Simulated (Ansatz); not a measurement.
```yaml
crystal:
  periodic: [false, false, false]
  atoms:
    - {symbol: In, position_ang: [1.103664, 0.282287, 1.272022]}
    - {symbol: In, position_ang: [-0.082480, 1.453048, -1.506861]}
    - {symbol: In, position_ang: [-1.446066, -0.902529, 0.302319]}
    - {symbol: O, position_ang: [-3.014347, -2.168616, 0.323339]}
    - {symbol: O, position_ang: [-0.125420, 2.910095, -2.893481]}
    - {symbol: O, position_ang: [-1.065803, -0.426878, -1.939543]}
    - {symbol: O, position_ang: [-0.580126, -0.769411, 2.347867]}
    - {symbol: O, position_ang: [0.715880, -1.475557, -0.035201]}
    - {symbol: O, position_ang: [-0.741306, 1.121674, 0.447432]}
    - {symbol: O, position_ang: [2.583935, 0.707269, 2.581547]}
    - {symbol: O, position_ang: [1.873902, 1.142506, -0.651646]}
    - {symbol: H, position_ang: [-3.310650, -2.273584, -0.602836]}
    - {symbol: H, position_ang: [-0.801338, 2.670859, -3.558544]}
    - {symbol: H, position_ang: [-0.342752, -1.075295, -2.089960]}
    - {symbol: H, position_ang: [-0.356360, -1.638621, 2.735114]}
    - {symbol: H, position_ang: [0.971288, -2.306921, 0.410948]}
    - {symbol: H, position_ang: [2.163567, 0.823312, 3.457170]}
    - {symbol: H, position_ang: [2.454410, 1.926362, -0.599699]}
basis:
  gaussian: {orbitals: def2-TZVP}
magnetization: {spin_polarized: true, initial_magnetization: 2}
hamiltonian: {xc: pbe0, dispersion: d4}
scf: {omitted_lower_state_checks: [starts]}
output: {orbitals: {seedname: orbitals}}
```

```sh
$ ansatz run in.yaml --threads 4 --pin off --events-out ev --progress --plain --max-ram 6963MiB
```

**Question.** Does this run fit into the memory that it is given?

**Answer.** No. It has 440 basis functions, and Ansatz plans for 8 GiB where 7 GiB are given.
